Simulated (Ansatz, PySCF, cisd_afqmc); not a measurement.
System: MgCl2, charge 0, singlet. MgCl2 (SMILES [Cl][Mg][Cl]).
B3LYP-D3(BJ)/def2-TZVP minimum from Ansatz (a program for electronic structure):
```
Mg
Cl 1 2.1757
Cl 1 2.1757 2 180.00
```

Atomisation energy term by term, kcal/mol (programs: Ansatz, cisd_afqmc). Radicals and triplets start from unrestricted determinants; spin-orbit coupling is neglected. Cores are frozen in correlated methods. No relativity. The Monte Carlo rows (phaseless AFQMC, CISD trial, step 0.005/hartree) carry one-sigma bars that omit the constraint's bias. Outlying blocks are dropped, and bars are widened where a walk drifts. Over all cases where full CI ran beside it in this data, AFQMC minus full CI had a median of +0.1 mEh and passed +0.4 mEh in a tenth of the cases. CBS(X,Y): correlation extrapolated as X^-3, Hartree-Fock from the larger set. A bracket is a step between two methods taken in the basis named. Where a partner has so few electrons that a lower coupled-cluster level is exact, that level stands in.

| term | basis | kcal/mol |
|---|---|---|
| Hartree-Fock | def2-QZVPP | 151.69 |
| CCSD correlation | CBS(def2-TZVPP,def2-QZVPP) | 35.14 |
| (T) | CBS(def2-TZVPP,def2-QZVPP) | 4.67 |
| CCSDT(Q) - CCSD(T) | def2-TZVPP | -0.02 |
| CCSDTQ - CCSDT(Q) | def2-SVP | -0.01 |
| minus zero-point energy | Hessian by PySCF at B3LYP-D3(BJ)/def2-TZVP | -1.65 |
| sum: D0 |  | 189.8 |

The step beyond CCSD(T) by other levels: CCSDTQ in def2-SVP 0.26; AFQMC/CISD in def2-SVP 0.26 ± 0.26; CCSDT(Q) in def2-SVP 0.28 kcal/mol.
